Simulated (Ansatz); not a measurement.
Consider the substitution at a C–C bond: `CCOC(=O)CCCCl` + CH₃OH → `CCOC(=O)OC` + `CCCCl`.

Gas-phase electronic energies from Ansatz, PBE0-D4/def2-TZVP geometries. CCSD(T)/CBS is the MP2 limit (def2-TZVPP, def2-QZVPP) plus CCSD(T) − MP2 in def2-TZVPP, frozen cores. This one scheme is used for every species. DFT in def2-TZVPP. B3LYP here is the variant with VWN-RPA as its local correlation; programs differ in this. One conformer a species, not always the lowest.

CCSD(T)/CBS gives -18.6 kJ/mol.

(1) Another level gave -31.6 kJ/mol. Which?
A. B3LYP/def2-TZVPP
B. PBE0-D4/def2-TZVPP
C. HF/def2-TZVPP
D. MP2/def2-TZVPP

Largest T1 diagnostic among the species: 0.013.

Answers

(1) A. B3LYP -31.6, PBE0-D4 -25.8, HF/def2-TZVPP -39.3, MP2/def2-TZVPP -20.6 kJ/mol.

The D4 term adds +5.9 kJ/mol with B3LYP and +3.8 kJ/mol with PBE0; it sums over pairs of atoms, weighted by their polarisabilities, and B3LYP, whose exchange is more repulsive, gets the larger term. In def2-TZVPP, CCSD(T) changes the Hartree–Fock value by +17.2 kJ/mol (the triples alone add +1.3 kJ/mol) and MP2 by +18.7 kJ/mol.
